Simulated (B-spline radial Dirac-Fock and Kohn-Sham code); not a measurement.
**Scattering functions of Ce³⁸⁺**

System: cerium as Ce³⁸⁺ in the configuration [Ar] 3d2.

Input file task.json (cfg lists n, l and occupation; rrms is the nuclear radius in fm):

```json
{"items": [{
  "Z": 58,
  "q": 38,
  "cfg": [[1, 0, 2], [2, 0, 2], [2, 1, 6], [3, 0, 2], [3, 1, 6], [3, 2, 2]],
  "A": 140,
  "rrms": 4.8771,
  "do": ["scatter"],
  "s": [0.0, 0.08, 0.09, 0.12, 0.15, 0.18, 0.23, 0.28, 0.35, 0.44, 0.55, 0.68, 0.85, 1.06, 1.32, 1.65, 2.05, 2.56, 3.19, 3.98, 4.96, 6.18, 7.71],
  "pz": [0, 0.1, 0.14, 0.19, 0.26, 0.36, 0.49, 0.67, 0.93, 1.3, 1.7, 2.4, 3.3, 4.5, 6.2, 8.6, 12.0, 16.0, 22.0, 31.0, 42.0],
  "hv_scatter": [1000, 5000, 8047.8, 10000, 17479.3, 20000, 50000, 500000]
}]}
```

Launch: `python xray_run.py task.json out`

These are calculated numbers from a radial B-spline solver; the model is configuration-average Dirac-Fock orbitals. f₀ is the Fourier transform of the spherical electron density, S the Waller-Hartree incoherent function, and s = sin θ/λ. The electron scattering factor follows from the Mott-Bethe formula f_e = 0.023934 Å⁻¹·(Z − f₀)/s².

```csv
s (Å⁻¹),f₀,S,f_e (Å)
0,20.000,0.000,–
0.08,19.962,0.038,142.250
0.09,19.952,0.049,112.425
0.12,19.915,0.086,63.301
0.15,19.867,0.135,40.563
0.18,19.809,0.193,28.212
0.23,19.690,0.313,17.333
0.28,19.543,0.460,11.740
0.35,19.293,0.709,7.562
0.44,18.901,1.096,4.834
0.55,18.322,1.656,3.139
0.68,17.522,2.413,2.095
0.85,16.335,3.500,1.380
1.06,14.748,4.897,0.921
1.32,12.777,6.561,0.621
1.65,10.531,8.422,0.417
2.05,8.439,10.237,0.282
2.56,6.747,11.969,0.187
3.19,5.584,13.517,0.123
3.98,4.599,14.957,0.081
4.96,3.502,16.279,0.053
6.18,2.421,17.367,0.035
7.71,1.654,18.167,0.023
```

f₀ starts at the number of electrons, 20, and has fallen to half at s ≈ 1.75 Å⁻¹. The sum of ⟨r²⟩ over the electrons is 0.8042 bohr². For an ion f_e diverges as s goes to zero, because of the net charge.
